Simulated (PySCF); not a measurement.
C6H11F.
Numbering: `[F:1][CH:2]1[CH2:3][CH2:4][CH2:5][CH2:6][CH2:7]1`

Cartesian coordinates in Å at the GFN2-xTB level; atoms count from 1:
```xyz
18
C6H11F angstrom
F      1.8391   -0.2768    1.2004
C      1.4513   -0.0646   -0.1136
C      0.5776   -1.2283   -0.5703
C     -0.7437   -1.2505    0.1942
C     -1.4770    0.0777    0.0362
C     -0.6053    1.2186    0.5513
C      0.7174    1.2690   -0.2093
H      2.3876   -0.0341   -0.6882
H      1.1170   -2.1641   -0.4129
H      0.3912   -1.1133   -1.6396
H     -0.5385   -1.4258    1.2520
H     -1.3635   -2.0712   -0.1716
H     -2.4165    0.0506    0.5910
H     -1.7136    0.2436   -1.0179
H     -1.1247    2.1723    0.4424
H     -0.3985    1.0648    1.6122
H      0.5372    1.4815   -1.2648
H      1.3542    2.0570    0.1971
```

Definitions: NICS(0) = −σiso at the ring centroid; NICS(1) = −σiso and NICS(1)zz = −σzz at ±1 Å along the ring normal z. Level: GIAO PBE0/pcSseg-1 (PySCF, non-relativistic, gas phase) on the GFN2-xTB geometry, one conformer.

Ring bond lengths (Å), with Mayer bond orders in brackets: C2–C3 1.525 (1.02), C3–C4 1.527 (1.03), C4–C5 1.525 (1.04), C5–C6 1.525 (1.04), C6–C7 1.527 (1.03), C7–C2 1.525 (1.02).

Give the NICS values of each ring in ppm.

```tsv
ring	type	NICS(0)	NICS(1), two faces	NICS(1)zz, two faces	rms pucker (Å)	centre to ring atoms, mean (Å)
C2–C3–C4–C5–C6–C7	6-membered carbocycle; formal bonds all single	-1.3	-2.0 / -1.7	2.8 / 4.1	0.24	1.47
```

What can be read from them?

- C2–C3–C4–C5–C6–C7: mean NICS(1)zz 3.4 ppm, deshielded. C2, C3, C4, C5, C6, C7 have four or more neighbours, and the NICS criterion for π rings isn't applied.

At the second NICS(1) probe listed for ring C2–C3–C4–C5–C6–C7, 1 Å off the ring, how large is the induced field along the normal in 9.4 T applied along it?

NICSzz × B0 = 4.1 ppm × 9.4 T = 39 μT, along the applied field.

How shielded are the nuclei of the rings and their hydrogens (means over atoms taken as equivalent)?

```csv
atoms,environment,σ isotropic (ppm),"principal values of the symmetric part, first atom (ppm)"
C2,sp3 C–F carbon,96.7,"60.7, 78.5, 150.8"
C3 (×2),ring CH2 carbon,151.6,"142.5, 152.9, 159.6"
C4 (×2),ring CH2 carbon,162.7,"153.8, 160.5, 173.7"
C5,ring CH2 carbon,157.0,"153.0, 156.3, 161.6"
H8,methine hydrogen,26.73,"23.5, 25.9, 30.8"
H9 (×2),methylene hydrogen,29.62,"25.4, 27.4, 36.0"
H10 (×2),methylene hydrogen,30.47,"27.4, 28.0, 36.0"
H11 (×2),methylene hydrogen,29.88,"26.6, 28.2, 34.9"
H12 (×2),methylene hydrogen,30.18,"25.0, 28.0, 37.5"
H13,methylene hydrogen,29.95,"25.2, 27.7, 36.9"
H14,methylene hydrogen,30.57,"26.9, 28.6, 36.2"
```
